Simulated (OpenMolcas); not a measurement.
N.

* Program: OpenMolcas
* Basis: ANO-RCC [8s7p4d3f2g]
* Scalar Hamiltonian: DKH2, point nucleus
* Active space: 5 electrons in 9 orbitals (RAS2 2s 2p; RAS3 3d, at most 2 electrons)
* State averaging: 2S+1 = 4 odd, 1 root; 2S+1 = 2 odd, 8 roots; 2S+1 = 4 even, 3 roots; 2S+1 = 2 even, 5 roots (0 in the spin-orbit step)
* Spin-orbit coupling: RASSI with atomic mean-field integrals over the reference wave functions, term energies averaged over their components

Two sets of levels on these reference wave functions, in cm-1 above 2s2 2p3 4S* 3/2: one from RASSCF and one from SS-RASPT2, IPEA 0.25 Eh, imaginary shift 0.1 Eh (closed shells correlated: 1s).

```json
{"Level": "2s2 2p3 4S* 3/2", "Set 1": "0.0", "Set 2": "0.0"}
{"Level": "2s2 2p3 2D* 3/2", "Set 1": "19330", "Set 2": "22550"}
{"Level": "2s2 2p3 2D* 5/2", "Set 1": "19340", "Set 2": "22550"}
{"Level": "2s2 2p3 2P* 3/2", "Set 1": "29160", "Set 2": "33460"}
{"Level": "2s2 2p3 2P* 1/2", "Set 1": "29170", "Set 2": "33460"}
{"Level": "2s 2p4 4P 5/2", "Set 1": "88080", "Set 2": "91050"}
{"Level": "2s 2p4 4P 3/2", "Set 1": "88140", "Set 2": "91110"}
{"Level": "2s 2p4 4P 1/2", "Set 1": "88180", "Set 2": "91140"}
```

Task: Which set is which?

Result: Set 1 is SS-RASPT2. Its levels of the other terms of 2s2 2p3 lie at 0.86 to 0.87 of the other set's values, as expected, since terms of lower spin or lower L gain more correlation energy than the Hund ground term. Against 7 measured levels (NIST Handbook of Basic Atomic Spectroscopic Data) the mean absolute deviation is 130 cm-1 with it and 3500 cm-1 without; single levels miss by up to 330 cm-1 with it.

CASPT2 breaks the degeneracy within a term, and the mean is taken; among the terms shown or strongly mixed into the levels shown the widest spread is 11 cm-1 (2s2 2p3 2D*, SS-RASPT2). Active for correlation alone: 3d; no level in the range computed is led by a configuration that fills it, so any true level of that kind is missing. Without dynamic correlation excited terms often stand tens of per cent too high (terms of higher spin than the ground term too low), and those without a measured partner can miss by more than the paired ones (holds for RASSCF). Computed and measured levels are paired by configuration, term and J; levels that our copy of the source lacks, or whose pairing is in doubt (as where it misses far off the trend of its configuration), stay unpaired and out of the deviations. Only configurations of the active space appear.

* marks odd parity.
